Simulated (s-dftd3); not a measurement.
CH2I2, triplet, at the geometry of the source list (a higher spin typed on purpose: for a closed-shell molecule this is an excited state); D3(bj) for r2scan in s-dftd3.

Here is a job for s-dftd3.
```
$ s-dftd3 mol.xyz --bj r2scan --json dftd3.json --noedisp --grad

# file mol.xyz
5

I     -1.79350000     0.95800000    -0.02460000
C     -0.00220000    -0.21880000     0.00700000
I      1.81210000     0.92210000    -0.03590000
H     -0.00510000    -0.80190000     0.92030000
H     -0.01130000    -0.85940000    -0.86690000
```

Task: Write the output that s-dftd3 gives for this input, abridged.

Result: 
```
-----------------------------------
 s i m p l e   D F T - D 3  v1.4.0
-----------------------------------

Rational (Becke-Johnson) damping: r2scan-D3(BJ)
---------------------
  s6         1.0000
  s8         0.7898
  s9         0.0000
  a1         0.4948
  a2         5.7308
 alp        14.0000
--------------------

Dispersion energy:      -1.3214141451472E-03 Eh

Gradient norm:           3.8779009674811E-05 Eh/a0
--------------------------------------------------
     #    Z           dE/dx      dE/dy      dE/dz
--------------------------------------------------
     1   53 I    -2.674E-05  4.740E-06 -5.985E-08
     2    6 C    -2.481E-08 -2.563E-06  8.217E-08
     3   53 I     2.683E-05  4.208E-06 -2.276E-07
     4    1 H    -2.867E-08 -3.161E-06  1.077E-06
     5    1 H    -3.576E-08 -3.224E-06 -8.715E-07
--------------------------------------------------

Virial:
--------------------------------------------------
      component           x          y          z
--------------------------------------------------
          x       1.825E-04 -1.547E-06 -5.686E-07
          y      -1.547E-06  2.700E-05 -7.553E-07
          z      -5.686E-07 -7.553E-07  3.320E-06
--------------------------------------------------

[Info] JSON dump of results written to 'dftd3.json'
```
